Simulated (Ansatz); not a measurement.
Start from `C[SiH](O)[SnH3]` and change one atom or group to get `C[SiH](O)F`.

Ansatz, PBE0-D4/def2-TZVP geometries, multiplicity 1. Each molecule was computed in one conformer, which needn't be the lowest.

Elements past krypton have def2 core potentials.

```csv
property,`C[SiH](O)[SnH3]`
size of the dipole moment (B3LYP/def2-TZVPP) / D,1.61
HOMO energy (PBE0/def2-TZVPP) / eV,-7.35
HOMO energy (ωB97M-V/def2-TZVPP) / eV,-9.37
LUMO energy (PBE/def2-TZVPP) / eV,-1.08
HOMO–LUMO gap (PBE/def2-TZVPP) / eV,5.16
HOMO energy (B3LYP/def2-TZVPP) / eV,-7.17
```

(1) What does the change do to each property? (An estimate is asked.)

Results:

(1) Computed: 
```csv
property,`C[SiH](O)F`,shift
size of the dipole moment (B3LYP/def2-TZVPP) / D,2.14,0.53
HOMO energy (PBE0/def2-TZVPP) / eV,-8.90,-1.55
HOMO energy (ωB97M-V/def2-TZVPP) / eV,-11.18,-1.81
LUMO energy (PBE/def2-TZVPP) / eV,-0.17,0.91
HOMO–LUMO gap (PBE/def2-TZVPP) / eV,7.26,2.10
HOMO energy (B3LYP/def2-TZVPP) / eV,-8.69,-1.52
```

With PBE0 the HOMO falls by 1.55 eV and the LUMO rises by 0.97 eV, so the gap widens by about 2.52 eV. PBE moves the HOMO by -1.19 eV and ωB97M-V by -1.81 eV. Dipoles are sizes alone; their direction can turn.

B3LYP here is the variant with VWN-RPA as its local correlation; programs differ in this.
